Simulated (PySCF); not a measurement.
H₂Cl₆Si₃, SMILES Cl[Si](Cl)(Cl)[SiH2][Si](Cl)(Cl)Cl, singlet, B3LYP/def2-SVP optimised geometry.

```
11

Si     0.12    -1.44     0.00
Cl    -0.55    -2.47     1.67
Cl    -0.55    -2.42    -1.70
Cl     2.19    -1.44     0.00
Si    -0.70     0.76     0.00
Si     0.01     1.98     1.88
Cl     2.07     2.10     1.92
Cl    -0.65     1.08     3.62
Cl    -0.78     3.89     1.78
H     -0.21     1.44    -1.23
H     -2.19     0.71     0.00
```

Density from B3LYP/def2-TZVP (PySCF) at that geometry.

Minimum of the electron density along straight lines between bonded atoms, close to the bond critical point (lines longer than 1.1 times the sum of covalent radii, or with two minima, are not listed):

| bond | length / Å | ρ at the minimum / e bohr⁻³ | ∇²ρ there / e bohr⁻⁵ | position (fraction from the first atom) |
|---|---|---|---|---|
| Si1–Cl2 | 2.067 | 0.100 | 0.18 | 0.36 |
| Si1–Cl3 | 2.071 | 0.100 | 0.18 | 0.36 |
| Si1–Cl4 | 2.068 | 0.100 | 0.18 | 0.36 |
| Si1–Si5 | 2.348 | 0.095 | -0.18 | 0.60 |
| Si5–Si6 | 2.348 | 0.095 | -0.18 | 0.40 |
| Si6–Cl7 | 2.067 | 0.100 | 0.18 | 0.36 |
| Si6–Cl8 | 2.067 | 0.100 | 0.18 | 0.36 |
| Si6–Cl9 | 2.071 | 0.100 | 0.18 | 0.36 |
| Si5–H10 | 1.491 | 0.120 | 0.14 | 0.49 |
| Si5–H11 | 1.491 | 0.120 | 0.14 | 0.49 |
